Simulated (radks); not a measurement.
The numbers below are computed, except where a source is named.
Task: Species: Ca13+. Configuration: [He] 2s2 2p3. Level of theory: non-relativistic Kohn-Sham, TPSS, spin-polarised, spherical densities, point nucleus; open shells are filled with parallel spins first; meta-GGA in the generalised Kohn-Sham scheme (a radial shooting solver on a logarithmic mesh with Libxc functionals). Some entries of the table are withheld. Estimate them.

orbital,occ.,eigenvalue (eV),<r^2> (bohr^2),r(max) (bohr)
1s up,1,-4467.752,0.007978,0.05078
1s down,1,-4455.721,0.007927,0.05074
2s up,1,(1),0.1355,(2)
2s down,1,(3),0.1387,(4)
2p up,3,-783.1149,0.1068,0.2314
2p down,0,-756.4873,0.1106,0.2342
3s up,0,-324.0749,(5),0.7910
3s down,0,-318.8827,(6),0.7998
3p up,0,-305.5154,0.7623,0.7642
3p down,0,-299.6720,0.7857,0.7758

Result: 
(1) 2s up eigenvalue (eV): -843.1663
(2) 2s up r(max) (bohr): 0.2883
(3) 2s down eigenvalue (eV): -821.3549
(4) 2s down r(max) (bohr): 0.2911
(5) 3s up <r^2> (bohr^2): 0.7953
(6) 3s down <r^2> (bohr^2): 0.8139
